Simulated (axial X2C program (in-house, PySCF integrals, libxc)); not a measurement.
## Low determinants of AsTe⁻ at the PBE0 level, scalar-relativistic

All values were computed with an axial X2C code built on PySCF integrals. Spin-free means the one-electron spin-free X2C Hamiltonian. Basis: Te dyall-acv3z [12s13p9d5f1g], As dyall-acv3z [10s10p7d5f1g] (cores contracted in-house); Gaussian nuclei, density fitting, unrestricted open shells. Masses: Te 129.906 u, As 74.922 u.

Search at 2.420 Å (vertical energies from the lowest determinant):

```csv
ΔE (eV),state,electrons beyond evenly filled partner blocks,"electrons in σ, π, δ, φ"
0.00,"M_S = 1, Λ = 0","π+α, π-α",36 38 12 0
0.58,"M_S = 0, Λ = 2","π+α, π+β",36 38 12 0
0.58,"M_S = 0, Λ = 0","π+β, π-α",36 38 12 0
2.26,"M_S = 1, Λ = 1","σα, π+α",37 37 12 0
2.33,"M_S = 0, Λ = 1","σα, π+β",37 37 12 0
2.46,"M_S = 1, Λ = 2","2 × π+α, 2 × π+β, 2 × π-α",36 38 12 0
3.26,"M_S = 1, Λ = 2",2 × π+α,36 38 12 0
```

Lowest determinant, M_S = 1, Λ = 0 (beyond evenly filled blocks: π+α, π-α): Re = 2.452 Å, ωe = 275.0 cm⁻¹.

The determinant in row 2 of the search, M_S = 0, Λ = 2 (beyond evenly filled blocks: π+α, π+β), was followed along the bond at PBE0; measured from the minimum of the lowest determinant it gives:

Te = 0.580 eV (4678 cm⁻¹), Re = 2.442 Å, ωe = 281.6 cm⁻¹.

(1) Compare the bond of the determinant in row 2 with that of the lowest one.

The search compares states at one distance, so a state with another bond length can lie lower; it is not exhaustive and yields mostly the lowest determinant of each block pattern, so other components and higher states of one pattern are missing. These are energies of single determinants, not of spin-adapted states; PBE0 term energies can be off by some tenths of an eV, and the functional has no current term. The lowest determinant need not be the ground state where others lie within half an eV. For an anion, determinants above electron detachment are held by the basis set. The highest occupied level of some functionals is positive through self-interaction error; at Hartree–Fock it is bound. Row 2 has a positive highest level at its minimum.

## Answers

(1) At PBE0 its Re is 0.010 Å shorter and its force constant, which goes as ωe², is 1.05 times that of the lowest determinant. T0 ≈ Te + Δωe/2 = 4678 + (3) = 4681 cm⁻¹.
